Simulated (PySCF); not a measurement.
Computed shifts of a molecule C3H9NSi2, PBE/pcSseg-1 (PySCF), GIAO, gas phase, atoms alike by connectivity averaged where their shifts nearly agree, in ppm (number of nuclei): ¹⁵N: 306.8 (1). ¹³C: 122.4 (1), 13.4 (1), 13.3 (1). ²⁹Si: -52.3 (1), -67.0 (1). ¹H: 4.45 (3), 4.41 (3), 2.09 (1), 1.29 (1), 1.10 (1). References: ¹⁵N against NH3 (σ = 267.0 ppm); ¹³C against TMS (σ = 182.0 ppm); ²⁹Si against TMS (σ = 335.4 ppm); ¹H against TMS (σ = 31.49 ppm), references at their B3LYP-D3(BJ)/def2-TZVP geometries, non-relativistic. Geometry: PBE0-D3(BJ)/def2-SVP. The values are those of a single conformer.

Problem. Identify the compound among the candidates.
(A) C[Si@]1([SiH3])C=NC1
(B) N#C[C@@H]([SiH3])C[SiH3]
(C) N[SiH2]CC#C[SiH3]
(D) C=C=C[SiH2][SiH2]N

Solution. B, N#C[C@@H]([SiH3])C[SiH3]
